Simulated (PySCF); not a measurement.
An unknown is described by computed data only.

Formula: C6H18N2Si.

| Property | Result |
| --- | --- |
| XPS | Si2p3/2 106.0, C1s 289.6 (×2), C1s 291.1 (×4), N1s 403.7 (×2), Si1s 1846.0 eV [ΔSCF SCAN, pcX-2 on the ionised atom, pcseg-1 elsewhere, spin-free X2C, 2p3/2 from a spin–orbit splitting computed afterwards within the 2p shell] |
| 1H NMR | chemical shifts (computed TMS as zero) by class: 2.38 (12 H), -0.03 (6 H) ppm [GIAO PBE0/pcSseg-1] |
| Polarisability | 117.4 au [PBE0/def2-SVPD] |
| UV, strongest line | among the 10 lowest singlet transitions: S7 at 6.42 eV (193 nm, f = 0.039) [TDDFT PBE0/def2-SVPD] |
| Rotational structure | rotational constants A, B, C: 1.591, 1.053, 0.944 GHz [PBE0-D3(BJ)/def2-SVP] |
| NMR, other nuclei | isotropic shieldings of nuclei other than C and H, by class: 240 (2 N), 351 (1 Si) ppm [GIAO PBE0/pcSseg-1] |
| 13C NMR | chemical shifts (computed TMS as zero) by class: 37.3 (4 C), -2.6 (2 C) ppm [GIAO PBE0/pcSseg-1] |
| Dipole | 0.15 D [PBE0/def2-SVPD] |

The electronic properties come from PySCF, for the isolated species, density fitting. Levels stand in brackets. The structure is a single PBE0-D3(BJ)/def2-SVP conformer in the gas phase; no vibrational or solvent corrections. NMR values are class means; diastereotopic atoms form classes of their own.

**Question.** What is the compound? Reason from the data.

**Answer.** 6 carbons fall into 2 classes; from least to most shielded: carbon bonded to N and 3 H (37.3 ppm, 4 C), carbon bonded to Si and 3 H (-2.6 ppm, 2 C). Hydrogen classes from least to most shielded: 12 H on 4 like atoms (carbon bonded to N and 3 H) (2.38 ppm, a mean of values up to 0.8 ppm apart in this geometry), 6 H on 2 like atoms (carbon bonded to Si and 3 H) (-0.03 ppm). The other shieldings belong to: 240 ppm, nitrogen bonded to 2 C and Si; 351 ppm, silicon bonded to 2 C and 2 N. The core levels belong to: Si2p3/2 106.0 eV, silicon bonded to 2 C and 2 N; C1s 289.6 eV, carbon bonded to Si and 3 H; C1s 291.1 eV, carbon bonded to N and 3 H; N1s 403.7 eV, nitrogen bonded to 2 C and Si; Si1s 1846.0 eV, silicon bonded to 2 C and 2 N. One atom of each topological class was ionised and stands for its class. The optimised geometry has point group C2 and is an asymmetric top. Structure: Si(NMe2)2Me2, `N(C)([Si](C)(C)N(C)C)C`. Computed isomers that give other values at the same levels: `CCCN(C)[SiH2]N(C)C` (rotational constant A: 2.253 GHz; this holds for the one conformer computed); `[H][Si]([H])(NC(C)C)NC(C)C` (core binding energies: Si2p3/2 106.4, C1s 290.4 (×4), C1s 291.3 (×2), N1s 403.8 (×2), Si1s 1846.4 eV); `[H][Si]([H])(N(C)CC)N(C)CC` (core binding energies: Si2p3/2 106.3, C1s 290.3 (×2), C1s 291.1 (×2), C1s 291.2 (×2), N1s 403.8 (×2), Si1s 1846.3 eV). The assignments are read from this structure; whether some other isomer fits the data as well wasn't checked.
